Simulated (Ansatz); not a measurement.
Ideal-gas functions of CH$_{4}$GaIN$_{2}$ (`N=C(I)[NH][GaH2]`) at 298.15 K and 1 bar, from an Ansatz frequency run at PBE0-D4/def2-TZVP.

Molar mass 240.68 g/mol, point group Cs (symmetry number 1), electronic degeneracy 1, moments of inertia 71.29, 1079.875, 1151.165 u Å². Harmonic wavenumbers (cm⁻¹, unscaled): 50, 144, 180, 223, 328, 471, 548, 582, 614, 636, 703, 734, 799, 1076, 1187, 1384, 1743, 2027, 2040, 3469, 3621.

Use S(trans) = R[1.5 ln M + 2.5 ln T − 1.1517]; rotational temperatures θ = 24.2544 K / I; S(rot) = R[ln(√π/σ · √(T³/θAθBθC)) + 1.5]; for each mode x = 1.438777 ν̃/T, S = R[x/(eˣ − 1) − ln(1 − e⁻ˣ)] and H = RT x/(eˣ − 1); 1 cm⁻¹ = 0.0119627 kJ/mol; R = 8.31446 J/(mol·K).

Question: By hand: the entropy, in J/(mol·K).

Answer: Translation 177.2. Rotation: θ = 0.3402, 0.0225, 0.0211 K, giving 124.6. Vibration, mode by mode: 20.16, 11.51, 9.74, 8.09, 5.31, 3.07, 2.29, 2.02, 1.78, 1.64, 1.27, 1.12, 0.87, 0.29, 0.18, 0.08, 0.02, 0.01, 0.00, 0.00, 0.00, in all 69.5. Electronic 0.0. Sum 371.3 J/(mol·K).

Question: By hand: H − E and G − E in kJ/mol, counted from the electronic energy.

Answer: Zero-point energy ½ × 22559 × 0.0119627 = 134.9; thermal vibration 11.1; translation, rotation and pV give 4 RT = 9.9. H − E = 155.9 kJ/mol, and G − E = 155.9 − 298.15 × 371.3/1000 = 45.2 kJ/mol.

Vibration gives 19 % of the entropy, 31.7 J/(mol·K) of it from the modes under 150 cm⁻¹: soft modes count most, and the harmonic formula is weakest for them. The sum counts one conformer and one mirror image; others add a mixing term.
